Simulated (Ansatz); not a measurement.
Coupled-cluster diagnostics for the cluster Tl2F (the lowest doublet isomer of a short search), Ansatz.

Geometry of the doublet (PBE0-D4/def2-TZVP):

Cartesian coordinates in Å:
```
Tl 0.6734 -0.5085 -1.5502
Tl -1.2554 0.9660 0.7785
F 0.5820 -0.4575 0.7718
```

In the def2 sets Tl takes a core potential; there is no spin–orbit coupling. Correlated methods freeze 9 core orbitals; core or outer-core shells of Tl are correlated, in sets that lack core-valence functions. In CCSD on the charge 0 quartet the largest single amplitude is 0.19, so its Hartree–Fock determinant may place the open shell otherwise than the density functionals do. The structure comes from a short search, and lower isomers may exist.

Geometry of the charge 0 quartet (PBE0-D4/def2-TZVP):

```xyz
3

Tl   -0.968    0.053    1.196
Tl    1.504   -0.303   -0.132
F    -0.536    0.251   -1.064
```

Problem. Estimate the CCSD(T) correlation energy, the shares of MP2 and (T), T1 and the reference's ⟨S²⟩ for: charge 0, doublet, own geometry in def2-TZVPP; charge 0, quartet, own geometry in def2-TZVPP; charge 1, singlet, vertical in def2-TZVPP; and the rough time on 4 threads of Arm Neoverse V2 on a shared host.

Solution. 
```
                          state       basis  correlation (eV)  MP2 share (%)  (T) share (%)     T1  ⟨S²⟩ (pure)  wall time
charge 0, doublet, own geometry  def2-TZVPP           -25.834          103.4            2.5  0.018  0.77 (0.75)       13 s
charge 0, quartet, own geometry  def2-TZVPP           -25.246          101.6            3.0  0.039  3.78 (3.75)       26 s
    charge 1, singlet, vertical  def2-TZVPP           -25.517          103.8            2.4  0.016  0.00 (0.00)      3.2 s
```
Customary marks for T1 are 0.02 (closed shells), 0.045 (open shells) and about 0.05 (3d metals). T1 exceeds 0.02 in 1 of 3 rows and 0.045 in 0; the higher it lies, the less the single-reference result can be trusted.
